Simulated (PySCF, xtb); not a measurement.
ZrF₄, SMILES [Zr]([F])([F])([F])[F], multiplicity 1.

GFN2-xTB (xtb 6.7.1) at its own geometry gives an orbital gap of 6.15 eV and a dipole moment of 0.00 D.

Coordinates come from a B3LYP-D3(BJ)/def2-SVP optimisation. The multiplicity is an assumed one; other spin states were not compared. The isomer is the one that the SMILES or the coordinates give; other isomers of the formula were not compared. The def2 effective core potentials stand for the cores of Zr; spin–orbit coupling is left out.

Q: What does r2SCAN/def2-TZVPD (PySCF) give? (Estimate from the structure and the level; the computed values follow.)

A: gap 8.54 eV (levels -10.65 and -2.11 eV), dipole 0.00 D.
